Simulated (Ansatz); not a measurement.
Calculated with Ansatz (gas phase, PBE0-D4/def2-TZVP geometries, no zero-point term in ΔE). CBS: MP2 limit from def2 TZ/QZ plus the TZ coupled-cluster correction, frozen cores. This one scheme is used for every species. For Ga outer-core shells are correlated without core-valence functions, which leaves a few kJ/mol of doubt a bond. Scalar relativity is left out up to krypton. Each species was taken in one conformer, which may not be the lowest.

Consider the cleavage of the B–Ga bond: `C[BH][Ga]([NH2])[OH]` + `[SiH3]N[SiH3]` → `CBN([SiH3])[SiH3]` + `[NH2][GaH][OH]`.

| species | CCSD(T)/CBS(def2) energy (Eh) |
| --- | --- |
| `C[BH][Ga]([NH2])[OH]` | -2120.92031 |
| `[SiH3]N[SiH3]` | -637.10515 |
| `CBN([SiH3])[SiH3]` | -701.80167 |
| `[NH2][GaH][OH]` | -2056.27372 |

Work out ΔE.

ΔE = (-701.80167) + (-2056.27372) − (-2120.92031) − (-637.10515) = -0.04993 Eh = -131.1 kJ/mol.

Largest T1 diagnostic among the species: 0.014.

The D4 term adds −7.8 kJ/mol with B3LYP and −4.2 kJ/mol with PBE0; it sums over pairs of atoms, weighted by their polarisabilities, and B3LYP, whose exchange is more repulsive, gets the larger term. In def2-TZVPP, CCSD(T) changes the Hartree–Fock value by −6.4 kJ/mol (the triples alone add −2.7 kJ/mol) and MP2 by −11.1 kJ/mol. At CCSD(T), def2-SVP lies −19.3 kJ/mol from the extrapolated value and def2-TZVPP −4.5 kJ/mol.

B3LYP here is the variant with VWN-RPA as its local correlation; programs differ in this.
